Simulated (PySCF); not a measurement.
SMILES [SiH2](COC)B(O)O at its GFN2-xTB optimised geometry (Å):

```
16

C      1.4301    -1.7671    -0.0534
O      0.8707    -0.4805     0.0000
C     -0.5534    -0.4805     0.0000
Si    -1.0904     1.3730     0.0000
B      0.1901     2.3657     1.1379
O      1.4252     1.9010     1.4560
O     -0.1622     3.5798     1.6205
H      1.1213    -2.2925    -0.9649
H      2.5127    -1.6472    -0.0531
H      1.1265    -2.3657     0.8150
H     -0.9214    -1.0225    -0.8785
H     -0.9169    -1.0230     0.8836
H     -2.5127     1.3496     0.3844
H     -1.1022     1.7630    -1.4236
H      1.6334     1.0381     1.0857
H      0.5142     4.0069     2.1524
```

Computed with PBE/def2-TZVP (PySCF 2.14.0). Cells within 0.4 Å of a nucleus heavier than hydrogen are left out (blank, or x).

Map of the electron localisation function on the plane z = 0.0 Å:

```
|0000000000000000000000000000000|
|0000000000000000000000000000000|
|0000000000000011100000000000000|
|0000000000000011100000000000000|
|0000000000000000100000000000000|
|0000000000000000100000000000000|
|0000000000011222210000000000000|
|0000135431124676421111100000000|
|0000589875224788631122100000000|
|0003899998200288621111000000000|
|00059999990xx137510000000000000|
|00069999990xx614200000000000000|
|000599999905x022000000000000000|
|0002899996312673012200000000000|
|0000488742489983258751000000000|
|0000022101378765578873000000000|
|0000000000243xx78xx861000000000|
|0000000000243xx78xx740136620000|
|0000000000246645678844899971000|
|0000000000135641257348999993000|
|0000000000023310142xx9999994000|
|0000000000001100154xx8999993000|
|0000000000000000267545899971000|
|0000000000000000245532356520000|
|0000000000000000123210001000000|
|0000000000000000001000000000000|
|0000000000000000000000000000000|
|0000000000000000000000000000000|
|0000000000000000000000000000000|
|0000000000000000000000000000000|
|0000000000000000000000000000000|
```
Scale: ten equal steps from 0.000 (start of '0') to 1.000 (end of '9'), in the order '0123456789'; x runs from -5.00 to 5.00, y from -5.00 (bottom) to 5.00 (top).
